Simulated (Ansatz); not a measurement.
Reaction (ligand exchange at the Si–N bond): `[SiH3]/N=C\S` + `C[O][SnH]([OH])[Cl]` → `C[O][SnH]([Cl])[O][SiH3]` + `N=CS`

Isolated molecules relaxed with PBE0-D4/def2-TZVP in Ansatz; ΔE leaves out vibrations. CCSD(T)/CBS is the MP2 limit (def2-TZVPP, def2-QZVPP) plus CCSD(T) − MP2 in def2-TZVPP, frozen cores. This one scheme is used for every species. Functionals use def2-TZVPP. B3LYP here is the variant with VWN-RPA as its local correlation; programs differ in this. Elements past krypton have def2 core potentials. For Sn outer-core shells are correlated without core-valence functions, which leaves a few kJ/mol of doubt a bond. Each species was taken in one conformer, which may not be the lowest.

`[SiH3]/N=C\S`:

```xyz
9

Si    0.237    0.691   -1.132
N    -0.960   -0.014   -0.113
C    -0.937   -0.651    0.964
S     0.421   -1.142    1.987
H    -0.070    2.137   -1.250
H     1.646    0.552   -0.648
H     0.137    0.038   -2.460
H    -1.867   -1.005    1.425
H     1.392   -0.606    1.226
```

`C[O][SnH]([OH])[Cl]`:

Cartesian coordinates in Å:
```
C 0.014 -0.342 -1.713
O -0.697 0.073 -0.568
Sn 0.198 0.580 1.083
O -1.144 0.331 2.459
Cl 1.923 -0.955 1.356
H 0.551 0.488 -2.188
H 0.735 -1.138 -1.492
H -0.712 -0.730 -2.432
H 0.792 2.162 1.162
H -1.660 -0.470 2.333
```

`C[O][SnH]([Cl])[O][SiH3]`:

Cartesian coordinates in Å:
```
C 0.698 2.088 -0.123
O 0.599 1.417 -1.363
Sn -0.453 -0.201 -1.527
Cl -2.588 0.264 -0.752
O 0.264 -1.505 -0.283
Si -0.023 -1.932 1.273
H 1.211 1.481 0.632
H 1.281 2.997 -0.286
H -0.284 2.376 0.270
H -0.405 -0.778 -3.110
H -1.279 -2.720 1.389
H 1.120 -2.759 1.736
H -0.140 -0.729 2.142
```

`N=CS`:

Cartesian coordinates in Å:
```
N 0.675 0.199 -0.818
C -0.362 0.109 -0.105
S -0.359 -0.535 1.519
H 0.454 0.600 -1.728
H -1.370 0.414 -0.405
H 0.962 -0.786 1.537
```

| level | ΔE (kJ/mol) | difference from CCSD(T)/CBS |
| --- | --- | --- |
| PBE-D4 | -51.4 | 18.5 |
| r2SCAN-D4 | -60.4 | 9.5 |
| PBE0-D4 | -59.6 | 10.3 |
| B3LYP-D4 | -63.3 | 6.6 |
| ωB97X-V | -69.9 | 0.0 |
| ωB97M-V | -68.6 | 1.3 |
| B2PLYP | -64.7 | 5.2 |
| PBE | -49.9 | 20.0 |
| r2SCAN | -59.6 | 10.3 |
| PBE0 | -57.9 | 12.0 |
| B3LYP | -61.1 | 8.8 |
| HF/def2-TZVPP | -82.7 | -12.8 |
| MP2/def2-TZVPP | -68.0 | 1.9 |
| SCS-MP2/def2-TZVPP | -72.1 | -2.2 |
| CCSD/def2-TZVPP | -74.0 | -4.1 |
| CCSD(T)/def2-TZVPP | -70.8 | -0.9 |
| HF/def2-QZVPP | -84.0 | -14.1 |
| MP2/def2-QZVPP | -68.0 | 1.9 |
| SCS-MP2/def2-QZVPP | -71.9 | -2.0 |
| HF/CBS(def2) | -84.2 | -14.3 |
| MP2/CBS(def2) | -67.2 | 2.7 |
| CCSD/CBS(def2) | -73.2 | -3.3 |
| CCSD(T)/CBS | -69.9 | 0 |

Largest T1 diagnostic among the species: 0.015.

In def2-TZVPP, CCSD(T) changes the Hartree–Fock value by +11.9 kJ/mol (the triples alone add +3.2 kJ/mol) and MP2 by +14.7 kJ/mol. From PBE to PBE0 (25 % exact exchange), in def2-TZVPP and without D4, ΔE moves by −8.0 kJ/mol.
